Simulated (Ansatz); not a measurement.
`[Cl][InH2]` + H₂ → `[InH3]` + HCl at 298.15 K and 1 bar (hydrogenolysis of the In–Cl bond).

Gas-phase electronic energies from Ansatz, PBE0-D4/def2-TZVP geometries. CCSD(T)/CBS adds triple-zeta CCSD(T) − MP2 to the extrapolated MP2 energy (def2 sets, frozen cores). This one scheme is used for every species. Elements past krypton have def2 core potentials. For In outer-core shells are correlated without core-valence functions, which leaves a few kJ/mol of doubt a bond.

| species | CCSD(T)/CBS energy (Eh) | H − E (kJ/mol) | S (J/(mol·K)) |
| --- | --- | --- | --- |
| `[Cl][InH2]` | -650.81839 | 46.3 | 276.1 |
| H₂ | -1.17544 | 35.1 | 130.4 |
| `[InH3]` | -191.56739 | 54.8 | 229.0 |
| HCl | -460.38127 | 26.6 | 186.8 |

H − E and S are ideal-gas, rigid-rotor, harmonic terms from PBE0-D4/def2-TZVP. The MP2-based limit puts H₂ 0.8 mEh under its directly extrapolated value; such offsets cancel only in part. 1 Eh = 2625.50 kJ/mol, R = 8.31446 J/(mol·K).

Question: By hand: ΔE, ΔH, ΔS and ΔG.

Answer: ΔE = (-191.56739) + (-460.38127) − (-650.81839) − (-1.17544) = 0.04517 Eh = 118.6 kJ/mol. Δ(H − E) = 54.8 + 26.6 − 46.3 − 35.1 = 0.0, so ΔH = 118.6 kJ/mol. ΔS = 229.0 + 186.8 − 276.1 − 130.4 = 9.3 J/(mol·K). ΔG = 118.6 − 298.15 × (9.3)/1000 = 115.8 kJ/mol.

Question: By hand: the equilibrium constant, and the temperature at which ΔG would vanish if ΔH and ΔS stayed fixed.

Answer: log₁₀ K = −ΔG/(RT ln 10) = -20.3. ΔG = 0 at ΔH/ΔS = 12753 K, far beyond where these terms or the molecules hold.

The number of gas molecules stays the same, so ΔS is small and ΔH decides. A doubt of 5 kJ/mol in ΔE shifts log₁₀ K by 0.9 here. These are equilibria of isolated gas molecules and say nothing of rates. Largest T1 diagnostic: 0.014 (customary marks: 0.02 for closed shells, 0.045 for open ones).
